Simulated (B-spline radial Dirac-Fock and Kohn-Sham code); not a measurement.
# Eu²⁺ 4p3/2: cross section and angular parameters

System: the Eu²⁺ ion, 1s2 2s2 2p6 3s2 3p6 3d10 4s2 4p6 4d10 4f7 5s2 5p6; threshold 274.3 eV (orbital energy of the model). Model: Dirac-Hartree-Slater photoionisation with a Latter tail; cross sections with all multipoles, angular parameters from the dipole term and its interference with E2. Program: an atomic code on a B-spline grid.

The run's input, task.json:

```json
{"items": [{
  "Z": 63,
  "q": 2,
  "cfg": [[1, 0, 2], [2, 0, 2], [2, 1, 6], [3, 0, 2], [3, 1, 6], [3, 2, 10], [4, 0, 2], [4, 1, 6], [4, 2, 10], [4, 3, 7], [5, 0, 2], [5, 1, 6]],
  "A": 153,
  "rrms": 5.1115,
  "do": "xps",
  "hv": [52.2, 60, 65.3, 76.1, 83.6, 100, 112.0, 114.0, 122.0, 137.0, 149.0, 150, 159.0, 327.0, 341.0, 400, 564.0, 600, 1090.0, 1990.0, 2230.0, 3080.0, 3210.0, 4000, 5414.7, 7740.0, 8580.0, 10500.0, 12100.0, 15000]
}]}
```

Launch: `python xray2_run.py task.json out`

For linearly polarised light dσ/dΩ = σ/(4π) [1 + β P₂(cos θ) + (δ + γ cos²θ) sin θ cos φ], with θ from the polarisation vector and φ the angle between the beam and the projection of the electron momentum on the plane normal to the polarisation.

| hν (eV) | σ (kb) | β | γ | δ |
| --- | --- | --- | --- | --- |
| 327 | 281 | -0.189 | -0.147 | 0.055 |
| 341 | ? | ? | ? | ? |
| 400 | 253 | 0.485 | -0.018 | 0.067 |
| 564 | 191 | 1.090 | 0.243 | 0.038 |
| 600 | 179 | 1.161 | 0.263 | 0.033 |
| 1090 | 83.0 | 1.566 | 0.154 | 0.004 |
| 1990 | 30.4 | 1.709 | -0.033 | 0.002 |
| 2230 | 24.6 | 1.719 | -0.037 | 0.002 |
| 3080 | 13.1 | 1.728 | 0.027 | 0.005 |
| 3210 | 12.0 | 1.727 | 0.043 | 0.005 |
| 4000 | 7.54 | 1.714 | 0.165 | 0.008 |
| 5414.7 | 3.84 | 1.679 | 0.412 | 0.013 |
| 7740 | 1.64 | 1.612 | 0.808 | 0.023 |
| 8580 | 1.27 | 1.588 | 0.939 | 0.028 |
| 10500 | 0.757 | 1.535 | 1.211 | 0.039 |
| 12100 | 0.521 | 1.493 | 1.410 | 0.050 |
| 15000 | 0.291 | 1.422 | 1.720 | 0.071 |

Q: Give the values at 341 eV.

A: σ = 276 kb, β = -0.019, γ = -0.141, δ = 0.062.

Values without a named source are computed, but for edge energies of neutral atoms, which are taken from tables.
